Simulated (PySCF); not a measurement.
Species: C₁₁H₁₁BCl₂.
Geometry (PBE0-D3(BJ)/def2-SVP, Å), atoms numbered from 1 in this order:
```
atom  x, y, z in Å
C1     1.4551    3.1193   -1.4831
C2     2.3400    2.7262   -0.3026
C3     3.8087    2.8240   -0.6190
C4     4.5094    4.0177   -0.3977
C5     5.8582    4.1538   -0.7223
C6     6.5297    3.0683   -1.2864
C7     5.8327    1.8647   -1.5147
C8     4.4904    1.7391   -1.1876
C9     6.7737    0.8632   -2.1163
C10    8.0570    1.6193   -2.2036
C11    7.9307    2.8901   -1.7271
B12    9.1139    3.8750   -1.6951
Cl13  10.6971    3.3938   -2.2976
Cl14   8.9772    5.5095   -1.0654
H15    0.3873    3.0303   -1.2299
H16    1.6525    2.4772   -2.3555
H17    1.6469    4.1589   -1.7905
H18    2.1012    1.6960    0.0088
H19    2.1093    3.3715    0.5606
H20    3.9806    4.8652    0.0484
H21    6.3764    5.0941   -0.5322
H22    3.9606    0.7979   -1.3646
H23    6.8846   -0.0462   -1.4973
H24    6.4456    0.5087   -3.1109
H25    8.9818    1.1974   -2.6014
```

Computed at PBE0/pcSseg-1 (PySCF, non-relativistic), with Q(11B) = 0.04059 b, Q(35Cl) = −0.0817 b: B12, 11B (I = 3/2): χzz = 3.156 MHz, η = 0.798; Cl13, 35Cl (I = 3/2): χzz = -42.72 MHz, η = 0.522; Cl14, 35Cl (I = 3/2): χzz = -41.81 MHz, η = 0.617.

(1) Where would the pure quadrupole (NQR) lines of 11B at B12 fall for the rigid, isolated species?

(2) Find the zero-field quadrupole resonance frequencies of 35Cl at Cl13.

(3) Where would the pure quadrupole (NQR) lines of 35Cl at Cl14 fall for the rigid, isolated species?

## Answers

(1) From ν = (|χ|/2)√(1 + η²/3): ν = 1.737 MHz (three-coordinate boron).

(2) From ν = (|χ|/2)√(1 + η²/3): ν = 22.31 MHz (chlorine bonded to B). For 37Cl the ratio of quadrupole moments, 0.7881, gives 17.58 MHz.

(3) From ν = (|χ|/2)√(1 + η²/3): ν = 22.19 MHz (chlorine bonded to B). For 37Cl the ratio of quadrupole moments, 0.7881, gives 17.49 MHz.

In a crystal, neighbours and librations shift these lines. These gradients aren't converged with respect to the basis.

One conformer stands for the species.
